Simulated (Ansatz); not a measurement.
Molecule: sum formula SiHBr2, charge 0, multiplicity 2. It need not be the lowest isomer of its formula. 
Geometry from a B3LYP-D3(BJ)/def2-TZVP (Ansatz, a program for electronic structure) optimisation:
```xyz
4

Si    -0.0023    -1.0279     0.0647
Br    -1.8407     0.2400     0.0579
Br     1.8428     0.2247    -0.0508
H     -0.0419    -1.8745    -1.1568
```
Charge 0, spin multiplicity 2.

Property: atomisation energy (electronic, to ground-state atoms), in kJ/mol. Cores are frozen in the correlated levels unless marked. Open shells are spin-unrestricted. No spin-orbit coupling. Frozen are the shells of the preceding noble gas and the d and f shells that filled before the atom's block. No relativistic terms. The coupled-cluster limit lacks core correlation, which all-electron functionals hold. CBS(X,Y): correlation extrapolated as X^-3; Hartree-Fock from the larger set.

```tsv
level	program	atomisation energy (kJ/mol)
HF/STO-3G	Ansatz	950.6
```

Problem. What does CCSD(T)/CBS(def2-TZVPPD,def2-QZVPPD) (Ansatz) give?

Solution. 973.6 kJ/mol
